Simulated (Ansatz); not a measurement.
Cost and result up the ladder for (CdSe)2 ring (Cd2Se2) (4 atoms). Charge 0, multiplicity 1. Geometry: r2SCAN-D4/def2-SVP.

```xyz
4

Cd    1.0476   -0.5436   -0.7493
Se    0.4596    1.9507   -0.7728
Cd   -1.0473    0.5437    0.7495
Se   -0.4598   -1.9507    0.7726
```

Ansatz on 4 threads of Arm Neoverse V1 on a shared host. Times are rough, and most runs start from the orbitals of an earlier one. ωB97M-V/def2-TZVP serves as the yardstick here, not as an exact answer. Differences are given only for rows in sets of like size (and for xTB, whose basis is part of the method), since another set adds its own error. Binding counts from free atoms at the same level (Cd singlet, Se triplet; other spins of the atoms weren't run), without zero-point energy or a counterpoise term.

In the def2 sets Cd takes a core potential; there is no spin–orbit coupling. LC-ωPBE has ω = 0.4 bohr⁻¹. B3LYP takes the VWN-RPA correlation. Correlated methods freeze 18 core orbitals; core or outer-core shells of Cd, Se are correlated, in sets that lack core-valence functions.

Correlated methods converge slowly with the basis.

| level | functions | wall time |
| --- | --- | --- |
| PBE-D4/def2-SVP | 126 | 1.6 s |
| PBE-D4/def2-TZVP | 176 | 2.1 s |
| HF/def2-TZVP | 176 | 2.4 s |
| BLYP-D4/def2-TZVP | 176 | 2.4 s |
| PBE0-D4/def2-SVP | 126 | 3 s |
| LC-ωPBE/def2-TZVP | 176 | 3.2 s |
| MP2/def2-TZVP | 176 | 3.8 s |
| PBE0-D4/def2-TZVP | 176 | 4 s |
| B3LYP-D4/def2-TZVP | 176 | 4.3 s |
| CAM-B3LYP-D4/def2-TZVP | 176 | 4.5 s |
| r2SCAN-D4/def2-TZVP (with forces) | 176 | 6.5 s |
| RPA@PBE/def2-TZVP | 176 | 6.5 s |
| B97M-V/def2-TZVP | 176 | 10 s |
| ωB97M-V/def2-TZVP | 176 | 13 s |

Problem. Estimate what each level gives for the binding energy per atom (eV).

Solution. 
```tsv
level	binding energy per atom (eV)	difference from ωB97M-V/def2-TZVP (eV)
PBE-D4/def2-SVP	1.41	–
PBE-D4/def2-TZVP	1.39	0.08
HF/def2-TZVP	0.61	-0.71
BLYP-D4/def2-TZVP	1.19	-0.13
PBE0-D4/def2-SVP	1.37	–
LC-ωPBE/def2-TZVP	1.34	0.02
MP2/def2-TZVP	1.35	0.03
PBE0-D4/def2-TZVP	1.37	0.05
B3LYP-D4/def2-TZVP	1.20	-0.12
CAM-B3LYP-D4/def2-TZVP	1.20	-0.11
r2SCAN-D4/def2-TZVP (with forces)	1.42	0.10
RPA@PBE/def2-TZVP	1.12	-0.20
B97M-V/def2-TZVP	1.25	-0.06
ωB97M-V/def2-TZVP	1.32	0.00
```
